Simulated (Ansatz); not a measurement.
`[Cl][SnH]([Br])[Br]` + H₂O → `[OH][SnH]([Br])[Br]` + HCl at 400 K and 1 bar (formal hydrolysis of the Sn–Cl bond).

Calculated with Ansatz (gas phase, PBE0-D4/def2-TZVP geometries, no zero-point term in ΔE). CCSD(T)/CBS is the MP2 limit (def2-TZVPP, def2-QZVPP) plus CCSD(T) − MP2 in def2-TZVPP, frozen cores. This one scheme is used for every species. def2 core potentials past Kr. For Br, Sn outer-core shells are correlated without core-valence functions, which leaves a few kJ/mol of doubt a bond. Scalar relativity is left out up to krypton. One conformer a species, not always the lowest.

```json
{"species": "`[Cl][SnH]([Br])[Br]`", "CCSD(T)/CBS energy (Eh)": "-5821.18000", "H − E (kJ/mol)": "55.0", "S (J/(mol·K))": "404.5"}
{"species": "H₂O", "CCSD(T)/CBS energy (Eh)": "-76.37941", "H − E (kJ/mol)": "69.8", "S (J/(mol·K))": "198.6"}
{"species": "`[OH][SnH]([Br])[Br]`", "CCSD(T)/CBS energy (Eh)": "-5437.15470", "H − E (kJ/mol)": "88.3", "S (J/(mol·K))": "407.9"}
{"species": "HCl", "CCSD(T)/CBS energy (Eh)": "-460.38127", "H − E (kJ/mol)": "29.6", "S (J/(mol·K))": "195.4"}
```

H − E and S are ideal-gas, rigid-rotor, harmonic terms from PBE0-D4/def2-TZVP, for one conformer and one mirror image of each species. 1 Eh = 2625.50 kJ/mol, R = 8.31446 J/(mol·K).

Q: By hand: ΔE, ΔH, ΔS and ΔG.

A: ΔE = (-5437.15470) + (-460.38127) − (-5821.18000) − (-76.37941) = 0.02344 Eh = 61.5 kJ/mol. Δ(H − E) = 88.3 + 29.6 − 55.0 − 69.8 = -6.9, so ΔH = 54.6 kJ/mol. ΔS = 407.9 + 195.4 − 404.5 − 198.6 = 0.2 J/(mol·K). ΔG = 54.6 − 400 × (0.2)/1000 = 54.5 kJ/mol.

Q: By hand: the equilibrium constant, and the temperature at which ΔG would vanish if ΔH and ΔS stayed fixed.

A: log₁₀ K = −ΔG/(RT ln 10) = -7.1. ΔG = 0 at ΔH/ΔS = 273000 K, far beyond where these terms or the molecules hold.

The number of gas molecules stays the same, so ΔS is small and ΔH decides. A doubt of 5 kJ/mol in ΔE shifts log₁₀ K by 0.7 here. Other conformers and mirror images would add mixing entropy, several J/(mol·K) or more a flexible species. These are equilibria of isolated gas molecules and say nothing of rates. Largest T1 diagnostic: 0.010 (customary marks: 0.02 for closed shells, 0.045 for open ones).
